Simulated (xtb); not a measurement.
chromium atom (Cr), septet (GFN-xTB shapes and energies of metal compounds can be far from the true ones); GFN0-xTB (xtb 6.7.1).

Here is a job for xtb.
```
$ xtb mol.xyz --gfn 0 --chrg 0 --uhf 6 --json

# file mol.xyz
1

Cr     0.00000000     0.00000000     0.00000000
```

The log (banner, timings and long lists left out):

```
   ID    Z sym.   atoms
    1   24 Cr     1

           -------------------------------------------------
          |                Calculation Setup                |
           -------------------------------------------------

           -------------------------------------------------
          |                 G F N 0 - x T B                 |
           -------------------------------------------------

          ...................................................
          :                      SETUP                      :
          :.................................................:
          :  # basis functions                  10          :
          :  # atomic orbitals                   9          :
          :  # shells                            3          :
          :  # electrons                         6          :
          :  electronic temp.          300.0000000     K    :
          :  accuracy                    1.0000000          :
          :  -> integral cutoff          0.2500000E+02      :
          :  -> integral neglect         0.1000000E-07      :
          ...................................................

         :::::::::::::::::::::::::::::::::::::::::::::::::::::
         ::                     SUMMARY                     ::
         :::::::::::::::::::::::::::::::::::::::::::::::::::::
         :: total energy              -1.881702254623 Eh    ::
         :: gradient norm              0.000000000000 Eh/a0 ::
         :: HOMO-LUMO gap              5.763700400000 eV    ::
         ::.................................................::
         :: H0 energy                 -1.881702254623 Eh    ::
         :: repulsion energy           0.000000000000 Eh    ::
         :: electrostat energy         0.000000000000 Eh    ::
         :: -> Gsolv                   0.000000000000 Eh    ::
         ::    -> Gsasa                0.000000000000 Eh    ::
         ::    -> Gshift               0.000000000000 Eh    ::
         :: dispersion energy          0.000000000000 Eh    ::
         :: short-range corr.          0.000000000000 Eh    ::
         :: add. restraining           0.000000000000 Eh    ::
         :: total charge               0.000000000000 e     ::
         :::::::::::::::::::::::::::::::::::::::::::::::::::::

           -------------------------------------------------
          |                Property Printout                |
           -------------------------------------------------

    * Orbital Energies and Occupations

         #    Occupation            Energy/Eh            Energy/eV
      -------------------------------------------------------------
         1        1.0000           -0.3241415              -8.8203
         2        1.0000           -0.3241415              -8.8203
         3        1.0000           -0.3241415              -8.8203
         4        1.0000           -0.3241415              -8.8203
         5        1.0000           -0.3241415              -8.8203
         6        1.0000           -0.2609947              -7.1020 (HOMO)
         7                         -0.0491827              -1.3383 (LUMO)
         8                         -0.0491827              -1.3383
         9                         -0.0491827              -1.3383
      -------------------------------------------------------------
                  HL-Gap            0.2118121 Eh            5.7637 eV
             Fermi-level            0.0000000 Eh            0.0000 eV

     #   Z          covCN         q      C6AA      α(0)
     1  24 Cr       0.000     0.000   716.028    81.420

 Mol. C6AA /au·bohr⁶  :        716.027907
 Mol. C8AA /au·bohr⁸  :      66081.277687
 Mol. α(0) /au        :         81.420441

Wiberg/Mayer (AO) data.
largest (>0.10) Wiberg bond orders for each atom

 ---------------------------------------------------------------------------
     #   Z sym  total        # sym  WBO       # sym  WBO       # sym  WBO
 ---------------------------------------------------------------------------
     1  24 Cr   0.000
 ---------------------------------------------------------------------------

 dipole moment from electron density (au)
     X       Y       Z
   0.0000   0.0000   0.0000  total (Debye):    0.000

           -------------------------------------------------
          | TOTAL ENERGY               -1.881702254623 Eh   |
          | GRADIENT NORM               0.000000000000 Eh/α |
          | HOMO-LUMO GAP               5.763700400000 eV   |
           -------------------------------------------------

normal termination of xtb
```
